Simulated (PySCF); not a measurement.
Computed vibrations of Lu2S3

Lu2S3 (singlet in the valence; each metal's 4f electrons, 14 of them, lie in its core potential, out of spins and levels). PySCF 2.14.0, RKS B3LYP, Lu lcecp-1-SVP with ECP60, S def2-SVP; non-relativistic Hamiltonian with scalar-relativistic core potentials where named; density fitting; no spin-orbit coupling. Central differences of gradients.

```xyz
5

Lu    0.0000    0.0000    2.5821
Lu    0.0000    0.0000   -2.5821
S     0.0000    0.0000    0.0000
S     0.0000    0.0000    4.9104
S     0.0000    0.0000   -4.9104
```

Run from Python with OMP_NUM_THREADS=2. Where DIIS fails, smearing, a level shift and second-order steps follow.
It took 74 s on 2 threads of Arm Neoverse V1, with other jobs on the host.

(1) What are the harmonic wavenumbers and infrared intensities?

(2) Is this a minimum?

An lcecp potential fixes the number of 4f electrons, so in runs with it no electron can move into or out of that shell.

## Answers

(1) Modes are labelled in D∞h; negative numbers are unstable modes, those under 60 cm⁻¹ near the noise; a finer grid moves soft modes by up to 10 cm⁻¹.
```tsv
cm⁻¹	km/mol	symmetry
-77	–	πu
-77	–	πu
-63	–	πg
-63	–	πg
-6	–	πu
-6	–	πu
115	0.0	σg+
370	444.7	σu+
433	115.8	σu+
440	0.0	σg+
```

(2) No: 4 unstable (and 2 more above −25 cm⁻¹, within the noise); the lowest moves the atoms so:
```
Lu  -0.09 -0.12  0.00
Lu  -0.09 -0.12  0.00
S    0.41  0.56  0.00
S    0.29  0.39  0.00
S    0.29  0.39  0.00
```
